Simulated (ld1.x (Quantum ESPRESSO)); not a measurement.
# Pseudopotential generation for Li (Z = 3): PAW, PBE, scalar-relativistic.

ld1.x (Quantum ESPRESSO) 7.5 was run on this input:

```
&input
   title='Li', zed=3., rel=1, dft='PBE', iswitch=3,
   config='[He] 2s0 2p0 3d-2',
   nld=3, rlderiv=5.05, eminld=-6.0, emaxld=5.0, deld=0.02
 /
 &inputp
   pseudotype=3, lpaw=.true., tm=.true., lloc=-1, rcloc=4.00,
   nlcc=.false.,
   which_augfun='PSQ', rmatch_augfun=0.95,
   file_pseudopw='Li.UPF', file_wfcaegen='ae.wfc', file_wfcncgen='nc.wfc', file_beta='beta', file_chi='chi', file_wfcusgen='us.wfc'
 /
5
1S  1  0   2.00   0.00  0.90  1.15  0.0
2S  2  0   0.00   0.00  0.90  1.15  0.0
2P  2  1   0.00   0.00  3.90  4.65  0.0
2P  2  1   0.00   3.35  3.90  4.65  0.0
3D  3  2  -2.00  -0.10  3.40  3.85  0.0
 &test
   configts(1)='1s2 2s0 2p0'
 /
```

Command:

```bash
ld1.x < Li.in > Li.out
```

Output (shortened: banner, matrices, multipoles, cross overlaps and the repeated all-electron block are left out):

```
Program LD1 v.7.5

     !!!!!!!!!!!!!!!!!!! WARNING !!!!!!!!!!!!!!!!!!!!!!!
     Message from routine ld1_readin:
     US requires at least two energies per channel 3D
     !!!!!!!!!!!!!!!!!!!!!!!!!!!!!!!!!!!!!!!!!!!!!!!!!!!
     --------------------------- All-electron run ----------------------------

     Li
     scalar relativistic calculation

     atomic number is  3.00
     dft =PBE   lsd =0 sic =0 latt =0  beta=0.20 tr2=1.0E-14
     Exchange-correlation= PBE
                           (   1   4   3   4   0   0   0)
     mesh =1017 r(mesh) =  99.62247 a.u. xmin = -7.00 dx = 0.01250
     1 Ry =  13.60569312 eV, c = 137.03599908

     n l     nl                  e(Ry)          e(Ha)          e(eV)
     1 0     1S 1( 2.00)        -4.4404        -2.2202       -60.4146
     2 0     2S 1( 0.00)        -0.4992        -0.2496        -6.7922
     2 1     2P 1( 0.00)        -0.3490        -0.1745        -4.7488

     final scf error:  4.5E-15 reached in  26 iterations

     Etot =     -14.515244 Ry,      -7.257622 Ha,    -197.489960 eV

     Ekin =      14.434913 Ry,       7.217456 Ha,     196.396993 eV
     Encl =     -32.185505 Ry,     -16.092752 Ha,    -437.906101 eV
     Eh   =       6.558187 Ry,       3.279094 Ha,      89.228683 eV
     Exc  =      -3.322840 Ry,      -1.661420 Ha,     -45.209535 eV

     normalization and overlap integrals

     s(1S/1S) =  1.000000  <r> =   0.5789  <r2> =    0.4598  r(max) =   0.3593
     s(2S/2S) =  1.000000  <r> =   3.1879  <r2> =   12.1212  r(max) =   2.5254
     s(2P/2P) =  1.000000  <r> =   3.4358  <r2> =   14.6903  r(max) =   2.5254

     ------------------------ End of All-electron run ------------------------

     --------------------- Generating PAW atomic setup --------------------

      Generating local potential from pseudized AE potential:
      Matching radius rcloc =   4.0000

      Local pseudo, rcloc= 3.961 Estimated cut-off energy=     3.95 Ry

      Computing core charge for PAW:
      Integrated core pseudo-charge :   0.00
      Wfc-us  1S rcutus= 1.163  Estimated cut-off energy=    37.84 Ry
      Wfc-us  2S rcutus= 1.163  Estimated cut-off energy=    82.49 Ry
      Wfc-us  2P rcutus= 4.602  Estimated cut-off energy=     3.77 Ry
      Wfc-us  2P rcutus= 4.602  Estimated cut-off energy=     4.94 Ry
      Wfc-us  3D rcutus= 3.863  Estimated cut-off energy=     6.98 Ry

     Required augmentation: PSQ   radius:    0.950000

     Q pseudized with Bessel functions
     Expected ecutrho=     409.1756 due to l1=  1   l2=  1

     Estimated PAW energy =  -14.515238 Ryd

     ------------------- End of pseudopotential generation -------------------

     Computing logarithmic derivative in   5.05388
     Computing logarithmic derivative in   5.05388
     Computing the partial wave expansion
     R is outside the sphere for l=    0 j= 0.00
     R is outside the sphere for l=    0 j= 0.00
     R is outside the sphere for l=    1 j= 0.00
     R is outside the sphere for l=    1 j= 0.00
     R is outside the sphere for l=    2 j= 0.00

     ---------------------- Testing the pseudopotential ----------------------

     Li
     scalar relativistic calculation

     atomic number is  3.00   valence charge is  3.00
     dft = SLA  PW   PBX  PBC   lsd =0 sic =0 latt =0  beta=0.20 tr2=1.0E-14
     mesh =1017 r(mesh) =  99.62247 xmin = -7.00 dx = 0.01250

     n l     nl             e AE (Ry)        e PS (Ry)    De AE-PS (Ry)
     1 0     1S   1( 2.00)       -4.44039       -4.44039       -0.00000
     2 0     2S   1( 0.00)       -0.49921       -0.49921        0.00000
     2 1     2P   1( 0.00)       -0.34903       -0.34903        0.00000

     eps = 1.6E-16  iter =  1

     Etot =     -14.515244 Ry,      -7.257622 Ha,    -197.489960 eV
     Etotps =   -14.515238 Ry,      -7.257619 Ha,    -197.489877 eV

     Ekin =      14.434930 Ry,       7.217465 Ha,     196.397233 eV
     Encl =     -32.185516 Ry,     -16.092758 Ha,    -437.906259 eV
     Ehrt =       6.558187 Ry,       3.279094 Ha,      89.228683 eV
     Ecxc =      -3.322840 Ry,      -1.661420 Ha,     -45.209535 eV

     ---------------------- End of pseudopotential test ----------------------
```

Generation and configuration tests took about 1.2 s on one core of a shared server CPU.
